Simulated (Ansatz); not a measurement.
Basis sets compared for CuF₂ (the lowest doublet isomer of a short search). Total charge 0; doublet. Geometry PBE-D4/def2-TZVP. Ansatz on 4 threads of Arm Neoverse V2 on a shared host; times are rough, and most runs start from earlier orbitals.

Cartesian coordinates in Å:
```
Cu 0.000 0.000 0.000
F 1.411 -1.006 0.130
F -1.411 1.006 -0.130
```

At PBE-D4/def2-SVP, PBE-D4/def2-TZVP, PBE-D4/def2-TZVPD the gap within one spin of the charge 0 doublet nearly closes, so an electron or hole may be smeared out by delocalisation error. The structure comes from a short search, and lower isomers may exist.

Binding counts from free atoms (Cu doublet, F doublet) in the same basis, without a counterpoise term.

```csv
level,functions,energy (Eh),HOMO (eV),LUMO (eV),binding per atom (eV),wall time
PBE-D4/def2-SVP,59,-1839.3685,-7.12,-7.10,2.85,2.5 s
PBE-D4/def2-TZVP,107,-1839.8784,-7.70,-7.67,2.68,5.5 s
r2SCAN-D4/def2-TZVP,107,-1840.2140,-8.25,-7.41,2.64,15 s
PBE0-D4/def2-SVP,59,-1839.3644,-9.41,-5.87,2.51,1.4 s
PBE0-D4/def2-TZVP,107,-1839.8696,-10.04,-6.02,2.48,5.5 s
```

Question: Estimate the rows for PBE-D4/def2-TZVPD, r2SCAN-D4/def2-TZVPD, PBE0-D4/def2-TZVPD.

Answer: 
```
               level  functions  energy (Eh)  HOMO (eV)  LUMO (eV)  binding per atom (eV)  wall time
   PBE-D4/def2-TZVPD        128   -1839.8844      -7.75      -7.72                   2.71        5 s
r2SCAN-D4/def2-TZVPD        128   -1840.2199      -8.31      -7.42                   2.67       33 s
  PBE0-D4/def2-TZVPD        128   -1839.8760     -10.09      -6.00                   2.52      3.2 s
```
